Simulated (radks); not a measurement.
Results of a calculation; reference values are marked as such.
He0.5+, configuration 1s1.5 (fractional occupations, a model configuration). Level of theory: Dirac Kohn-Sham, PBE, spin-unpolarised, spherical densities, point nucleus (a radial shooting solver on a logarithmic mesh with Libxc functionals).

Radial electron density D(r) = 4 pi r^2 rho(r):

```
   r/bohr * D(r) (the largest magnitude, 1.42, reaches the edge; | marks zero)
  0.04015 | *
  0.04315 | *
  0.04674 |  *
  0.05063 |  *
  0.05485 |   *
  0.05895 |   *
  0.06386 |    *
  0.06917 |     *
  0.07494 |     *
  0.08053 |      *
  0.08724 |       *
   0.0945 |         *
   0.1024 |          *
     0.11 |           *
   0.1192 |             *
   0.1291 |              *
   0.1399 |                *
   0.1515 |                  *
   0.1628 |                     *
   0.1764 |                       *
   0.1911 |                         *
    0.207 |                            *
   0.2224 |                               *
    0.241 |                                  *
    0.261 |                                    *
   0.2828 |                                       *
   0.3039 |                                          *
   0.3292 |                                             *
   0.3566 |                                               *
   0.3863 |                                                 *
   0.4151 |                                                   *
   0.4497 |                                                     *
   0.4872 |                                                      *
   0.5278 |                                                      *
   0.5672 |                                                      *
   0.6144 |                                                     *
   0.6656 |                                                   *
    0.721 |                                                 *
    0.781 |                                              *
   0.8394 |                                           *
   0.9093 |                                       *
    0.985 |                                   *
    1.067 |                               *
    1.147 |                           *
    1.242 |                       *
    1.346 |                  *
    1.458 |               *
    1.567 |           *
    1.697 |        *
    1.838 |      *
    1.991 |    *
     2.14 |   *
    2.318 | *
    2.511 |*
    2.721 |*
    2.924 |*
    3.167 *
    3.431 *
```

D(r) has 1 maximum, at r = 0.532 bohr.
